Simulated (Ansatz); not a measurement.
Born–Oppenheimer molecular dynamics of C₂H₅BFNSe (11 atoms, charge 0, multiplicity 1). It starts at the highest image of a converged band. Of that band: The profile has 2 maxima (images 1, 4) with wells between them (image 2): this band takes more than one step, which may be the mechanism or a detour left from its start path. Neighbouring images differ by up to 1.8 eV, so the band resolves the path poorly. A vibrational analysis at the climbing image gives one clearly imaginary mode, 1394i cm⁻¹: a first-order saddle point.

Computed with RKS PBE-D4/def2-SVP (Ansatz 0.2.0).

```
ensemble                      : NVE (velocity Verlet)
time step                     : 0.5 fs
steps asked                   : 200
starting velocities drawn for : 100 K
seed                          : 6014
```

First frame:

```xyz
11
Properties=species:S:1:pos:R:3
N -0.444 -1.238 1.467
B -0.546 -0.136 0.403
C 0.302 -0.156 -0.802
F 0.865 -1.097 -1.609
C 0.317 1.296 -1.179
Se -0.809 1.841 0.418
H -0.908 -2.144 1.329
H -0.416 -0.949 2.448
H 0.620 -0.839 0.802
H 1.300 1.811 -1.137
H -0.214 1.553 -2.119
```

Question: How far do the bonds stretch over the last three quarters of this one trajectory? (Pairs bonded in most of those frames.)

Answer: 
```json
{"bond": "N1–B2", "mean (Å)": "1.424", "spread (Å)": "0.065", "shortest": "1.33", "longest": "1.56"}
{"bond": "N1–H7", "mean (Å)": "1.028", "spread (Å)": "0.015", "shortest": "1.00", "longest": "1.05"}
{"bond": "N1–H8", "mean (Å)": "1.028", "spread (Å)": "0.023", "shortest": "0.99", "longest": "1.06"}
{"bond": "B2–C3", "mean (Å)": "1.613", "spread (Å)": "0.055", "shortest": "1.49", "longest": "1.69"}
{"bond": "B2–Se6", "mean (Å)": "1.984", "spread (Å)": "0.068", "shortest": "1.86", "longest": "2.11"}
{"bond": "C3–F4", "mean (Å)": "1.418", "spread (Å)": "0.044", "shortest": "1.36", "longest": "1.49"}
{"bond": "C3–C5", "mean (Å)": "1.580", "spread (Å)": "0.072", "shortest": "1.43", "longest": "1.70"}
{"bond": "C3–H9", "mean (Å)": "1.206", "spread (Å)": "0.146", "shortest": "0.94", "longest": "1.47"}
{"bond": "C5–Se6", "mean (Å)": "2.003", "spread (Å)": "0.032", "shortest": "1.96", "longest": "2.05"}
{"bond": "C5–H10", "mean (Å)": "1.114", "spread (Å)": "0.015", "shortest": "1.09", "longest": "1.14"}
{"bond": "C5–H11", "mean (Å)": "1.110", "spread (Å)": "0.017", "shortest": "1.07", "longest": "1.14"}
```

Mean temperature of the second half: 1391 K. The conserved energy stayed within 1.2 meV per atom of its start (net change -0.34 meV per atom), so the integration is sound. The kinetic energy rose, since the run started high on the potential surface and went downhill. A run of 0.1 ps of so small a system gives no equilibrium averages. The orbitals stay closed-shell, which can raise the energy where a bond breaks towards radicals; this wasn't checked here.

Time of the run: 7.6 min on 2 threads of Intel(R) Xeon(R) 6975P-C (Granite Rapids), on a shared host, peak memory 0.21 GiB.
